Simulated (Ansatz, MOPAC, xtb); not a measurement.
The molecule TiO, multiplicity 3 (the spin of the measured ground state). No spin–orbit coupling. Ti is treated without relativity.

Seven points along R, fitted to fifth degree in 1/R; most abundant isotopes. In def2 and cc sets the state is the lowest found near the PBE0 minimum, followed along R.

The values were computed with Ansatz (Gaussian basis) for Hartree–Fock, density functionals and correlated methods; MOPAC for PM6, PM7 (differences of heats of formation); xtb for the GFN methods. Values without a source in brackets are computed. The GFN methods have no spin term and hold the electronic entropy of 300 K.

```tsv
level	r_e (Å)	ω_e (cm⁻¹)	α_e (cm⁻¹)	B_e (cm⁻¹)	D_e (eV)	dipole (D)
PM6	1.624	859	0.0015	0.533	-	-
PM7	1.678	858	0.0020	0.499	-	-
GFN1-xTB	1.631	897	0.0048	0.529	-	-
GFN2-xTB	1.678	702	0.0066	0.499	-	-
SVWN5/def2-TZVPP	1.595	1058	0.0029	0.552	9.14	3.23
PBE/def2-TZVPP	1.615	1019	0.0030	0.539	7.96	3.27
r2SCAN/def2-TZVPP	1.610	1041	0.0029	0.543	7.27	3.43
B97M-V/def2-TZVPP	1.609	1032	0.0030	0.543	7.03	3.66
B3LYP/def2-TZVPP	1.610	1046	0.0028	0.542	6.97	3.65
PBE0/def2-TZVPP	1.597	1070	0.0028	0.551	6.96	3.46
BHLYP/def2-TZVPP	1.595	1091	0.0026	0.552	5.52	3.90
CAM-B3LYP/def2-TZVPP	1.599	1077	0.0027	0.549	6.83	3.69
wB97X-V/def2-TZVPP	1.596	1087	0.0026	0.552	6.87	3.44
wB97M-V/def2-TZVPP	1.598	1081	0.0026	0.551	6.62	3.45
B2PLYP/def2-TZVPP	1.622	1025	0.0026	0.534	-	-
```

D_e counts from each atom's lowest state at the same level, without counterpoise or zero-point energy.

Correlated levels freeze the inner cores; with def2 sets outer-core shells near the valence are correlated too. The state reached by PM6, PM7 isn't checked; PM7 holds dispersion and hydrogen-bond terms.

Measured for the ground state: r_e 1.6202 Å, ω_e 1009 cm-1, ω_e x_e 4.498 cm-1, B_e 0.53541 cm-1, α_e 0.00301 cm-1 [Huber and Herzberg (1979), NIST Chemistry WebBook]. D_0 6.869 ± 0.058 eV (a handbook's tabulated 298 K bond energy less 3RT/2; such tables hold older values) [Luo, bond dissociation energies, CRC Handbook]. dipole 3.34 D [compilation of Liu, Meijer and Pérez-Ríos].

Ansatz is an electronic-structure program.
